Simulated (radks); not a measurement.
Neutral nitrogen, 7 electrons, occupied as [He] 2s2 2p3.

Method: scalar-relativistic Kohn-Sham, PBE, spin-polarised, spherical densities, point nucleus; open shells are filled with parallel spins first; computed with a radial shooting solver on a logarithmic mesh with Libxc functionals.

Energy parts (eV):
| part | energy |
|---|---|
| total | -1484.865 |
| kinetic | 1482.308 |
| electron-nucleus | -3494.398 |
| Hartree | 709.910 |
| exchange-correlation | -182.685 |

Orbitals (lengths in bohr, moments of r in powers of bohr; <r^-3> diverges for s and p1/2; r(max) is where P^2 peaks):
orbital  occ.  eigenvalue (eV)   <1/r>  r(max)  <r^-3>
1s up       1        -384.1758   6.633  0.1483       -
1s down     1        -382.6552   6.649  0.1481       -
2s up       1         -19.8768   1.115   1.008       -
2s down     1         -15.3038   1.071   1.027       -
2p up       3          -8.2990  0.9591  0.9623   3.239
2p down     0          -4.1295  0.8730   1.008   2.743

The highest occupied level is 2p up at -8.299 eV. The density falls to 0.001 e/bohr^3 at r = 3.42 bohr. Spin moment in Bohr magnetons: 3. Summed over all electrons, <r^2> = 12.58 bohr^2, which gives a Langevin (diamagnetic) susceptibility term of -9.96 x 10^-6 cm^3/mol.
